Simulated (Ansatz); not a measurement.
Reaction (redistribution): `B[SiH2][GeH2][SiH3]` + `BO[SiH2]F` → `BO[SiH2]B` + `F[SiH2][GeH2][SiH3]`

Computed with Ansatz on PBE0-D4/def2-TZVP structures; ΔE is electronic, products minus reactants. CBS: MP2 limit from def2 TZ/QZ plus the TZ coupled-cluster correction, frozen cores. DFT in def2-TZVPP. B3LYP here is the variant with VWN-RPA as its local correlation; programs differ in this. For Ge outer-core shells are correlated without core-valence functions, which leaves a few kJ/mol of doubt a bond. Scalar relativity is left out up to krypton. One conformer a species, not always the lowest.

`B[SiH2][GeH2][SiH3]`:

Cartesian coordinates in Å:
```
B -0.487 1.096 -1.952
Si 0.279 1.759 -0.248
Ge -0.407 0.012 1.255
Si 0.473 -2.089 0.569
H 0.114 0.313 -2.627
H -1.606 1.368 -2.273
H 1.766 1.803 -0.192
H -0.271 3.045 0.258
H -1.945 -0.061 1.303
H 0.088 0.360 2.672
H 1.952 -1.997 0.449
H 0.134 -3.159 1.543
H -0.091 -2.449 -0.759
```

`BO[SiH2]F`:

Z-matrix (Å, degrees):
```
Si
O 1 1.641
F 1 1.589 2 107.9
H 1 1.479 2 110.5 3 118.0
H 1 1.474 2 108.0 3 -116.7
B 2 1.352 1 132.4 3 -107.2
H 6 1.197 2 118.0 1 178.1
H 6 1.203 2 119.8 1 -2.2
```

`BO[SiH2]B`:

Cartesian coordinates in Å:
```
B -0.679 0.896 -1.854
O 0.202 0.700 -0.857
Si 0.485 -0.597 0.148
B 0.264 -0.148 2.085
H -1.456 0.025 -2.154
H -0.666 1.952 -2.422
H -0.438 -1.712 -0.220
H 1.883 -1.042 -0.105
H 0.486 -0.999 2.896
H -0.081 0.925 2.483
```

`F[SiH2][GeH2][SiH3]`:

Cartesian coordinates in Å:
```
F -1.626 0.475 -2.002
Si -1.720 0.894 -0.453
Ge -0.261 -0.497 0.811
Si 1.927 -0.519 -0.124
H -1.313 2.319 -0.347
H -3.140 0.757 -0.036
H -0.211 0.054 2.249
H -0.825 -1.928 0.878
H 1.882 -1.103 -1.489
H 2.442 0.873 -0.208
H 2.847 -1.325 0.721
```

```json
{"level": "PBE-D4", "ΔE (kJ/mol)": "42.9", "difference from CCSD(T)/CBS": "-0.9"}
{"level": "r2SCAN-D4", "ΔE (kJ/mol)": "45.2", "difference from CCSD(T)/CBS": "1.4"}
{"level": "PBE0-D4", "ΔE (kJ/mol)": "43.6", "difference from CCSD(T)/CBS": "-0.2"}
{"level": "B3LYP-D4", "ΔE (kJ/mol)": "40.3", "difference from CCSD(T)/CBS": "-3.5"}
{"level": "ωB97X-V", "ΔE (kJ/mol)": "38.3", "difference from CCSD(T)/CBS": "-5.5"}
{"level": "ωB97M-V", "ΔE (kJ/mol)": "41.3", "difference from CCSD(T)/CBS": "-2.5"}
{"level": "B2PLYP", "ΔE (kJ/mol)": "40.9", "difference from CCSD(T)/CBS": "-2.9"}
{"level": "PBE", "ΔE (kJ/mol)": "40.7", "difference from CCSD(T)/CBS": "-3.1"}
{"level": "r2SCAN", "ΔE (kJ/mol)": "44.5", "difference from CCSD(T)/CBS": "0.7"}
{"level": "PBE0", "ΔE (kJ/mol)": "41.6", "difference from CCSD(T)/CBS": "-2.2"}
{"level": "B3LYP", "ΔE (kJ/mol)": "36.9", "difference from CCSD(T)/CBS": "-6.9"}
{"level": "HF/def2-TZVPP", "ΔE (kJ/mol)": "35.1", "difference from CCSD(T)/CBS": "-8.7"}
{"level": "MP2/def2-TZVPP", "ΔE (kJ/mol)": "48.0", "difference from CCSD(T)/CBS": "4.2"}
{"level": "SCS-MP2/def2-TZVPP", "ΔE (kJ/mol)": "43.5", "difference from CCSD(T)/CBS": "-0.3"}
{"level": "CCSD/def2-TZVPP", "ΔE (kJ/mol)": "43.2", "difference from CCSD(T)/CBS": "-0.6"}
{"level": "CCSD(T)/def2-TZVPP", "ΔE (kJ/mol)": "45.4", "difference from CCSD(T)/CBS": "1.6"}
{"level": "HF/def2-QZVPP", "ΔE (kJ/mol)": "34.8", "difference from CCSD(T)/CBS": "-9.0"}
{"level": "MP2/def2-QZVPP", "ΔE (kJ/mol)": "47.0", "difference from CCSD(T)/CBS": "3.2"}
{"level": "SCS-MP2/def2-QZVPP", "ΔE (kJ/mol)": "42.6", "difference from CCSD(T)/CBS": "-1.2"}
{"level": "HF/CBS(def2)", "ΔE (kJ/mol)": "34.8", "difference from CCSD(T)/CBS": "-9.0"}
{"level": "MP2/CBS(def2)", "ΔE (kJ/mol)": "46.4", "difference from CCSD(T)/CBS": "2.6"}
{"level": "CCSD/CBS(def2)", "ΔE (kJ/mol)": "41.6", "difference from CCSD(T)/CBS": "-2.2"}
{"level": "CCSD(T)/CBS", "ΔE (kJ/mol)": "43.8", "difference from CCSD(T)/CBS": "0"}
```

Largest T1 diagnostic among the species: 0.013.

In def2-TZVPP, CCSD(T) changes the Hartree–Fock value by +10.3 kJ/mol (the triples alone add +2.2 kJ/mol) and MP2 by +13.0 kJ/mol. The D4 term adds +3.4 kJ/mol with B3LYP and +2.0 kJ/mol with PBE0; it sums over pairs of atoms, weighted by their polarisabilities, and B3LYP, whose exchange is more repulsive, gets the larger term.

CCSD(T)/CBS has its own doubt, a few kJ/mol and more with outer-core shells, so smaller differences from it don't rank the levels.
